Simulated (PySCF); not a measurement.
**How a change of structure moves an absorption spectrum**

Method used: TDDFT PBE0/def2-SVPD, vertical, gas phase, core orbitals frozen in the response in PySCF 2.14.0, density-fitted response routines. Geometries: GFN2-xTB; one conformer of each isolated species. Triplets are in the Tamm–Dancoff approximation. 'Strongest' means the level of largest summed f among the lowest 8 singlets; it needn't be the same kind of state in each.

Parent: `FC(F)(F)C1=NNN=C1`, with lowest singlet excitation energy 6.28 eV, lowest triplet energy 5.01 eV, mean static polarisability 55.2 au, LUMO energy -1.06 eV, energy of the strongest computed level 8.42 eV, S1–T1 gap 1.27 eV. Its spectrum: 197 nm (f 0.000); 180 nm (f 0.095); 171 nm (f 0.013); 164 nm (f 0.024); 159 nm (f 0.001).

Question: Order the derivatives by their lowest singlet excitation, lowest first, with the shift from the parent.
A. CF3 replaced by SCH3: `CSc1cn[nH]n1`
B. H replaced by SiH3: `FC(F)(F)c1cnn([SiH3])n1`
C. CF3 replaced by C2H5: `CCc1cn[nH]n1`

Answer: A (shift -1.01 eV), B (shift -0.28 eV), C (shift +0.11 eV).

```
              change                   SMILES  Δ S1 (eV)  Δ T1 (eV)  Δ α (au)  Δ LUMO (eV)  Δ strongest (eV)  Δ S1−T1 (eV)
  H replaced by SiH3  FC(F)(F)c1cnn([SiH3])n1      -0.28      -0.10     +26.6        -0.04             -1.86         -0.18
CF3 replaced by C2H5             CCc1cn[nH]n1      +0.11      -0.10     +10.4        +0.95             -0.23         +0.21
CF3 replaced by SCH3             CSc1cn[nH]n1      -1.01      -0.87     +19.8        +0.77             -2.03         -0.14
```

S1 falls most with CF3 replaced by SCH3 (-1.01 eV), and it rises most with CF3 replaced by C2H5 (+0.11 eV). S1 is simply the lowest singlet of each species and needn't be the same kind of state throughout.

Lowest levels of each derivative:
- `FC(F)(F)c1cnn([SiH3])n1`: 6.00 eV (f 0.000); 6.55 eV (f 0.231); 6.99 eV (f 0.008)
- `CCc1cn[nH]n1`: 6.40 eV (f 0.000); 6.63 eV (f 0.111); 7.22 eV (f 0.010)
- `CSc1cn[nH]n1`: 5.28 eV (f 0.069); 5.30 eV (f 0.000); 6.12 eV (f 0.017)
